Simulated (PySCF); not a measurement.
# TDDFT excited states: C6H4BCl3

Species: C6H4BCl3.
Atom-mapped SMILES: `[Cl:1][B:2]([Cl:3])[c:4]1[cH:5][cH:6][c:7]([Cl:8])[cH:9][cH:10]1` (hydrogens: H11 on C5; H12 on C6; H13 on C9; H14 on C10)

Method used: PySCF, TDDFT CAM-B3LYP/def2-SVPD, vertical, gas phase, core orbitals frozen in the response. Isolated species at its PBE0-D3(BJ)/def2-SVP geometry, gas phase. Torsions of this conformer, `[Cl:1][B:2]([Cl:3])[c:4]1[cH:5][cH:6][c:7]([Cl:8])[cH:9][cH:10]1`: Cl1–B2–C4–C5 0°.

Question: List the vertical singlet excitations with oscillator strengths and describe the spectrum.

Answer: 

| state | E (eV) | ν̃ (cm⁻¹) | f | symmetry | main configurations (H = HOMO, L = LUMO) |
| --- | --- | --- | --- | --- | --- |
| S1 | 4.86 | 39200 | 0.013 | B1 or B2 | H-1→L (76%), H→L+1 (21%) |
| S2 | 4.93 | 39750 | 0.476 | A1 | H→L (94%) |
| S3 | 5.72 | 46130 | 0.0000 | – | H-2→L (89%) |
| S4 | 5.91 | 47650 | 0.0000 | – | H-4→L (94%) |
| S5 | 6.17 | 49770 | 0.102 | B1 or B2 | H→L+1 (70%), H-1→L (22%) |
| S6 | 6.57 | 52980 | 0.0000 | – | H-3→L (74%), H-7→L (14%) |

The lowest singlet comes at 255 nm (469 kJ/mol) in the ultraviolet; it is weak; its leading configuration is HOMO-1→LUMO (76%). The most intense listed level is S2 at 4.93 eV (252 nm, f = 0.476), 0.07 eV above S1. Löwdin shares by element: HOMO carbon 46% or more, chlorine 23% or more (atoms not listed hold the other 31%); LUMO carbon 25% or more, boron 25%, chlorine 9% or more (atoms not listed hold the other 41%). The oscillator strengths of these states sum to 0.591; summed over the whole spectrum of an exact calculation they would give the number of electrons, 96 (Thomas–Reiche–Kuhn). The listed states span 1.71 eV, and the widest gap between neighbours is 0.79 eV (S2 to S3). Orbital energies (eV): HOMO-3 -10.79, HOMO-2 -10.44, HOMO-1 -9.31, HOMO -8.83, LUMO -1.35, LUMO+1 0.12, LUMO+2 0.63. Symmetry labels in C2v follow from the direction of the transition dipole and are given only for states with f of 0.002 or more; B1 and B2 swap with the choice of axes. Singlets were solved by full linear response.

Cost: about 2.9 min of CPU time on one thread; the machine was shared, so the figure is rough.
